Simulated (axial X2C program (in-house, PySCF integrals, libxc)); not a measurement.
## Nuclear properties of SbF⁺

Calculated with an in-house all-electron X2C program for linear molecules (integrals from PySCF): two-component X2C with atomic mean-field Coulomb and Gaunt terms, Gaussian nuclei, basis Sb dyall-cv3z, F dyall-av3z with contracted cores.

R = 1.852 Å (near the PBE0 minimum at charge 1 of the determinant lowest at the starting distance; the state shown can have its own minimum elsewhere).

Determinant lowest in the PBE0 search, Ω = 1/2 (⟨Sz⟩ = -0.49, ⟨Lz⟩ = 0.99 at PBE0), spin on the atoms Sb -0.49, F -0.01:

```tsv
level	Eeff magnitude (GV/cm)	Ws magnitude Sb (kHz)	A∥/gI Sb (MHz)	qzz Sb (a.u.)	A∥/gI F (MHz)	qzz F (a.u.)
PBE0	1.48	1.51	4040	-0.92	145	1.28
HF	0.519	0.438	3740	-1.27	78.5	1.39
LDA	2.08	2.21	4090	-0.61	183	1.17
BP86	1.59	1.64	4050	-0.68	174	1.18
B3LYP	1.91	2.01	3950	-0.77	149	1.23
```

Determinant 0.47 eV from it at PBE0 and this distance, Ω = 3/2 (⟨Sz⟩ = 0.50, ⟨Lz⟩ = 1.00 at PBE0), spin on the atoms Sb 0.50, F 0.00:

```tsv
level	Eeff magnitude (GV/cm)	Ws magnitude Sb (kHz)	A∥/gI Sb (MHz)	qzz Sb (a.u.)	A∥/gI F (MHz)	qzz F (a.u.)
PBE0	1.79	0.752	493	-1.59	41.6	1.28
HF	5.77	2.32	554	-2.03	36.5	1.40
LDA	0.747	0.341	520	-1.25	43.5	1.15
BP86	1.17	0.506	468	-1.31	45.5	1.17
B3LYP	1.24	0.543	548	-1.44	40.7	1.22
```

Eeff is the effective electric field on the electron electric dipole moment in this Ω state and Ws the scalar–pseudoscalar constant of the nucleus named (defined with the proton number Z and per Ω); A∥ (defined per Ω) follows by multiplying with gI = μI/(I μN); qzz is the electric field gradient, eQq0 = 234.96 MHz × Q/barn × qzz. The operators were transformed with the bare-nucleus X2C matrices; with these basis sets, hyperfine constants and field gradients can be off by tens of per cent, and where levels differ in sign neither size nor sign is settled.

(1) With gI(121Sb) = 1.3454 (g factors from the IAEA table of nuclear moments by Stone), turn the PBE0 values of the first state into constants in MHz.

Each state is one determinant with collinear spin. Unrestricted Hartree–Fock can overshoot spin polarisation at the nuclei. Where Eeff spreads by more than a factor of two the levels disagree and none is to be relied on. The search compared states at one distance, so a state with another bond length can lie lower. Where a field gradient or hyperfine factor spreads by more than a factor of two over the levels, a constant derived from it is not to be relied on. PBE0 term energies can be off by some tenths of an eV.

Results:

(1) A∥(121Sb) = 4040 × 1.3454 = 5440 MHz.
